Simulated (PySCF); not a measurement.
Compound: BCl2H5SeSi2.
Structure used (PBE0-D3(BJ)/def2-SVP), in Å, numbered top down from 1:
```xyz
11
BCl2H5SeSi2 angstrom
Si     2.0384   -0.4696    0.2224
Se     0.9222    1.5023    0.5593
Si    -0.9526    1.0188   -0.6794
B     -1.9554   -0.3448    0.4112
Cl    -3.2889    0.0900    1.4498
Cl    -1.3929   -2.0054    0.4105
H      1.6698   -1.4986    1.2362
H      3.4851   -0.1358    0.3619
H      1.7515   -0.9875   -1.1470
H     -0.5586    0.4925   -2.0214
H     -1.6779    2.3146   -0.8167
```

Method used: TDDFT CAM-B3LYP/def2-SVPD, vertical, gas phase, core orbitals frozen in the response in PySCF. Relativistic effects, spin–orbit coupling among them, are left out although an element past zinc is present.

Ground-to-excited transition dipoles (e·a0, same axes as the geometry; the sign carries no meaning), for the states with f of 0.002 or more among the lowest 8:

| state | E (eV) | μx | μy | μz |
| --- | --- | --- | --- | --- |
| S1 | 3.992 | 0.585 | 0.258 | -0.045 |
| S2 | 5.050 | 0.141 | -0.003 | 0.227 |
| S3 | 5.487 | 0.116 | 0.095 | -0.168 |
| S5 | 5.841 | -0.039 | -0.191 | 0.182 |
| S6 | 6.124 | -0.589 | -0.338 | -0.110 |
| S7 | 6.191 | 0.130 | 0.180 | -0.029 |
| S8 | 6.501 | -0.746 | -0.189 | -0.061 |

**Question.** Work out the oscillator strengths.

**Answer.** f = (2/3) ΔE |μ|² with ΔE in hartree (27.2114 eV).

| state | \|μ\|² (au) | \|μ\| (D) | f |
| --- | --- | --- | --- |
| S1 | 0.411 | 1.63 | 0.040 |
| S2 | 0.071 | 0.68 | 0.009 |
| S3 | 0.050 | 0.57 | 0.007 |
| S5 | 0.071 | 0.68 | 0.010 |
| S6 | 0.473 | 1.75 | 0.071 |
| S7 | 0.050 | 0.57 | 0.008 |
| S8 | 0.595 | 1.96 | 0.095 |

**Question.** Which bond between heavy atoms lies closest to the direction of the S8 transition dipole?

**Answer.** Se2–Si3, at 28° from it; next B4–Cl5 at 51°.

**Question.** What angle do the transition dipoles of S1 and S6 make?

**Answer.** |cos θ| = |μa·μb| / (|μa| |μb|) = 0.97, so θ ≈ 15° (taken between 0 and 90°, since the signs are arbitrary).

**Question.** What peak molar absorption coefficient would the strongest computed level give as a lone Gaussian band 0.4 eV wide at half height?

**Answer.** ε(max) = 2.175×10⁸ f / FWHM, with the width in cm⁻¹. S8: 2.175×10⁸ × 0.0948 / 3226 ≈ 6400 L mol⁻¹ cm⁻¹.

The vertical ionisation energy (ΔSCF) is 8.94 eV, 2.44 eV above S8.

One conformer stands for the species.
